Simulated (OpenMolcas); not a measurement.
**Pd4+: moving or changing the point charges**

Pd4+ among 8 point charges of -1 e arranged as a cube (Oh), 2.07 Å from the ion.

| Item | Value |
| --- | --- |
| Program | OpenMolcas 26.06 |
| Method | CASSCF |
| Basis | ANO-RCC-VTZP [7s6p4d2f1g] |
| Scalar Hamiltonian | DKH2, point nucleus |
| Active space | 6 electrons in 5 orbitals (4d) |
| State averaging | 2S+1 = 5 even, 5 roots; 2S+1 = 3 even, 45 roots; 2S+1 = 1 even, 50 roots |
| Spin-orbit coupling | state interaction with AMFI integrals over the reference wave functions |

Runs around this geometry, states (labels of O, the rotations of Oh). Energies in cm-1 above the lowest state or level, χT in cm3 K/mol; 10Dq and B are least-squares fits to the states below 45000 cm-1, weighted by degeneracy, with a free offset, and given where the rms deviation is under 5 % of |10Dq| (or 100 cm-1) and under 700 cm-1; 10Dq is negative for this site.

```tsv
R (Å)	q (e)	Ground state	First state of that spin	10Dq	B (rms of fit)	First gap with spin-orbit (degeneracies)	χT at 300 K	First state of another spin
2.07	-0.8	5E	5T2 1788	-1717	1040 (22)	112.8 (1, 3)	5.077	3T1 20760
1.9	-1	5E	5T2 3407	-3276	1040 (43)	142.9 (1, 3)	4.501	3T1 19953
2.07	-1	5E	5T2 2233	-2143	1040 (27)	125.6 (1, 3)	4.900	3T1 20579
2.21	-1	5E	5T2 1615	-1551	1040 (20)	106.4 (1, 3)	5.149	3T1 20826
```

Taking |10Dq| as R^-n, n = -ln(1551 / 3276) / ln(2.21 / 1.9) = 4.9 between the shortest and longest distance. The point-charge formula for a cubic d site gives n = 5.

Scaling the charges by -0.8 / -1 = 0.80 scales |10Dq| by 1717 / 2143 = 0.80; with fixed orbitals a first-order splitting would follow the charge.

An orbital doublet at a regular site is open to a Jahn-Teller distortion, which this geometry leaves out. Without dynamic correlation the repulsion within the d shell is too large (B by tens of per cent), so at a given field states of lower spin stand too high. Point charges give a weaker field than real ligands, and real ions of this kind are as a rule low spin; the high spin found here belongs to the model. The ground term spreads over less than 5000 cm-1, several times less than with real ligands, so orbital moments are less quenched and χT lies further from the spin-only value than at real sites. Point charges carry no covalency, so the field is a model and not that of real ligands. No measured value stands beside these numbers.
